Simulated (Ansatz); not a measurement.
The cluster Be11⁻, relaxed as a doublet with UKS r2SCAN/def2-SVPD in Ansatz, starting from the GFN1-xTB geometry. Force threshold 0.02 eV/Å.

The relaxation made no stability test and no search for a lower SCF solution. The structure comes from a short search, and lower isomers may exist.

Start:

```xyz
11

Be   -1.756    0.208   -1.558
Be    0.287    1.058   -1.151
Be    1.509   -0.225    1.572
Be    0.269   -1.680    0.541
Be   -0.786   -0.281    1.572
Be    2.086    1.069    0.184
Be    1.587   -0.695   -0.876
Be   -1.869   -1.131   -0.104
Be   -0.246   -1.244   -1.606
Be    0.342    1.618    1.208
Be   -1.421    1.302    0.218
```

```csv
step,energy (eV),largest force component (eV/Å),SCF passes
1,-4405.5802,0.773,29
2,-4405.9816,0.299,35
3,-4406.0458,0.073,37
4,-4406.0496,0.035,38
5,-4406.0499,0.005,30
```

Force components are those of the run's own axes.

End:

```xyz
11

Be   -1.748    0.261   -1.666
Be    0.223    0.836   -0.902
Be    1.465   -0.219    1.448
Be    0.219   -1.670    0.448
Be   -0.719   -0.205    1.574
Be    2.128    1.164    0.129
Be    1.632   -0.715   -0.754
Be   -1.797   -1.025   -0.105
Be   -0.268   -1.206   -1.579
Be    0.370    1.587    1.167
Be   -1.505    1.193    0.239
```

Bonds formed: Be3–Be7, Be8–Be11 (atoms count from 1).

No frequencies were taken in this run, so the end may be a saddle point.

Hardware: 4 threads of Arm Neoverse V1 on a shared host. Wall time 31 s.
